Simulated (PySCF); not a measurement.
C9H8ClN.
Cartesian coordinates in Å at the PBE0-D3(BJ)/def2-SVP level; atoms count from 1:
```
atom  x, y, z in Å
C1     2.215    0.131    0.834
C2     0.969    0.877    0.513
C3     0.841    2.235    0.613
C4    -0.389    2.872    0.287
Cl5   -0.488    4.594    0.437
C6    -1.466    2.142   -0.134
C7    -1.345    0.738   -0.243
C8    -2.212   -0.282   -0.626
C9    -1.503   -1.494   -0.524
C10   -0.219   -1.217   -0.085
N11   -0.116    0.140    0.089
H12    2.580   -0.428   -0.043
H13    3.003    0.822    1.158
H14    2.041   -0.603    1.639
H15    1.689    2.831    0.947
H16   -2.413    2.620   -0.387
H17   -3.244   -0.143   -0.942
H18   -1.883   -2.488   -0.749
H19    0.616   -1.881    0.113
```

Level of theory: PBE0-D3(BJ)/def2-SVP geometry optimisation, gas phase (PySCF).

Masses are those of the commonest isotopes; rigid-rotor values at the optimised geometry. 

Q: Give the principal moments of inertia and the rotational constants in MHz.

A: Ia = 274.43, Ib = 715.48, Ic = 986.74 u·Å²; 505379 MHz·u·Å²/I gives A = 1842, B = 706.4, C = 512.2 MHz.

Q: What kind of rotor is it?

A: An asymmetric top; Ray's κ = -0.708.

Q: What does the inertial defect say?

A: Not planar: Δ = Ic − Ia − Ib = -3.18 u·Å². For a rigid frame Δ = −2 Σ m c², so Σ m c² = 1.59 u·Å² lies off the ab plane, practically all of it from hydrogen. The atom farthest from that plane is 0.89 Å away.

Q: Which lines would a microwave search look for?

A: The dipole components are |μa| = 1.44 D, |μb| = 1.81 D, |μc| = 0.00 D; the mirror of this Cs structure is the ab plane, so μc vanishes by symmetry and there are no c-type lines. The squared components, which scale the intensities, stand as 0.63 : 1.00 (a : b). Some lines, for components of 0.1 D or more:

```json
{"type": "a", "branch": "Q", "J(Ka,Kc)": "2(1,1) ← 2(1,2)", "MHz": "583", "lower level (cm⁻¹)": "0.153"}
{"type": "a", "branch": "R", "J(Ka,Kc)": "1(0,1) ← 0(0,0)", "MHz": "1219", "lower level (cm⁻¹)": "0.000"}
{"type": "b", "branch": "R", "J(Ka,Kc)": "2(0,2) ← 1(1,1)", "MHz": "1279", "lower level (cm⁻¹)": "0.079"}
{"type": "b", "branch": "Q", "J(Ka,Kc)": "1(1,0) ← 1(0,1)", "MHz": "1329", "lower level (cm⁻¹)": "0.041"}
{"type": "b", "branch": "Q", "J(Ka,Kc)": "2(1,1) ← 2(0,2)", "MHz": "1546", "lower level (cm⁻¹)": "0.121"}
{"type": "a", "branch": "R", "J(Ka,Kc)": "2(1,2) ← 1(1,1)", "MHz": "2243", "lower level (cm⁻¹)": "0.079"}
{"type": "b", "branch": "R", "J(Ka,Kc)": "1(1,1) ← 0(0,0)", "MHz": "2354", "lower level (cm⁻¹)": "0.000"}
{"type": "a", "branch": "R", "J(Ka,Kc)": "2(0,2) ← 1(0,1)", "MHz": "2414", "lower level (cm⁻¹)": "0.041"}
{"type": "a", "branch": "R", "J(Ka,Kc)": "2(1,1) ← 1(1,0)", "MHz": "2631", "lower level (cm⁻¹)": "0.085"}
{"type": "b", "branch": "R", "J(Ka,Kc)": "2(1,2) ← 1(0,1)", "MHz": "3378", "lower level (cm⁻¹)": "0.041"}
{"type": "b", "branch": "Q", "J(Ka,Kc)": "2(2,1) ← 2(1,2)", "MHz": "3988", "lower level (cm⁻¹)": "0.153"}
{"type": "b", "branch": "R", "J(Ka,Kc)": "2(2,1) ← 1(1,0)", "MHz": "6037", "lower level (cm⁻¹)": "0.085"}
{"type": "b", "branch": "R", "J(Ka,Kc)": "2(2,0) ← 1(1,1)", "MHz": "6254", "lower level (cm⁻¹)": "0.079"}
```

PBE0-D3(BJ)/def2-SVP frequencies: not computed here. No vibrational averaging or centrifugal distortion is included, and the geometry carries the error of its method. A rigid rotor knows nothing of internal rotation, which can split or shift real lines. Quadrupole hyperfine structure (14N, 35Cl) is left out.
